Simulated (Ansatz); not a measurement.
Breaking the O2–H3 bond in HNaO (SMILES [OH][Na]) (multiplicity 1 held, fragments rigid). Energies count from the point at 0.954 Å.
Geometry at that point (charge 0, multiplicity 1):
```xyz
3

Na     0.0000     0.0000    -0.9173
O      0.0000     0.0000     1.0151
H      0.0000     0.0000     1.9693
```

R- and RO- levels are restricted; in cc, def2 and unpolarised 6-31G sets they are followed outwards from rest. U- levels take the lowest unrestricted solution at each point, which mixes spins at long bonds. Full CI gives the lowest state of the spin. Levels need not reach the same state.

Frozen-core correlation.

The values were computed with Ansatz (Gaussian basis) for Hartree–Fock, density functionals and correlated methods. Each number belongs to the level named beside it.

The comparison value is 427.6 kJ/mol (FCI/6-31G). Full CI is exact for the correlated electrons in its own basis alone.

Task: Order these levels by the size of their error in the energy at R = 3.054 Å, against full CI in the same basis, smallest first: R-MP2/6-31G, U-HF/6-31G, R-HF/6-31G, U-MP2/6-31G, R-SCS-MP2/6-31G. Give each level's value less the comparison value.

Result: U-MP2/6-31G (8.9 kJ/mol), U-HF/6-31G (-98.8 kJ/mol), R-SCS-MP2/6-31G (182.3 kJ/mol), R-MP2/6-31G (220.8 kJ/mol), R-HF/6-31G (415.4 kJ/mol)

Doubts at one or more of the structures used: a restricted determinant that unrestricted orbitals would lower (R-MP2/6-31G, R-HF/6-31G, R-SCS-MP2/6-31G); a spin-contaminated determinant (U-HF/6-31G, U-MP2/6-31G).

Ansatz is an electronic-structure program.
